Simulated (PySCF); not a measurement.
**A small calculation by hand: entropy of an ideal gas**

TaOF₃, SMILES [O]=[Ta]([F])([F])[F], multiplicity 1.

The structure is a stationary point at PBE-D3(BJ)/def2-SVP. The spin state was assumed, not searched. The isomer is the one that the SMILES or the coordinates give; other isomers of the formula were not compared. The def2 effective core potentials stand for the cores of Ta; spin–orbit coupling is left out.

PBE-D3(BJ)/def2-SVP (PySCF 2.14.0) gives the harmonic wavenumbers 159, 159, 184, 253, 253, 684, 689, 689, 985 cm⁻¹ and the rotational temperatures 0.1542, 0.1542, 0.1300 K. The molar mass is 253.94 g/mol, the symmetry number 3, the spin multiplicity 1.

Problem. Work out the entropy at 298.15 K and 1 atm in the rigid-rotor, harmonic-oscillator model.

Solution. 
Translation (Sackur–Tetrode at 1 atm): S = R[1.5 ln M + 2.5 ln T − 1.16487] = 177.8 J/(mol K).
Rotation: q = (√π/σ) T^1.5/√(θA θB θC) = 54700, S = R[ln q + 3/2] = 103.2 J/(mol K).
Vibration: with u = 1.4388 ν/T, each mode gives R[u/(e^u − 1) − ln(1 − e^−u)]:
```json
[
 {"ν (cm⁻¹)": "159", "modes": "2", "u": "0.77", "S (J/(mol K))": "21.44"},
 {"ν (cm⁻¹)": "184", "modes": "1", "u": "0.89", "S (J/(mol K))": "9.57"},
 {"ν (cm⁻¹)": "253", "modes": "2", "u": "1.22", "S (J/(mol K))": "14.31"},
 {"ν (cm⁻¹)": "684", "modes": "1", "u": "3.30", "S (J/(mol K))": "1.36"},
 {"ν (cm⁻¹)": "689", "modes": "2", "u": "3.32", "S (J/(mol K))": "2.67"},
 {"ν (cm⁻¹)": "985", "modes": "1", "u": "4.75", "S (J/(mol K))": "0.42"}
]
```
These are all the modes. Sum 49.8 J/(mol K).
Spin: R ln 1 = 0.0 J/(mol K).
Total 330.7 J/(mol K); the program's own thermochemistry gives 330.7. Translation makes up 54 % and vibration 15 %. Anharmonicity, hindered rotation and orbital degeneracy are left out.
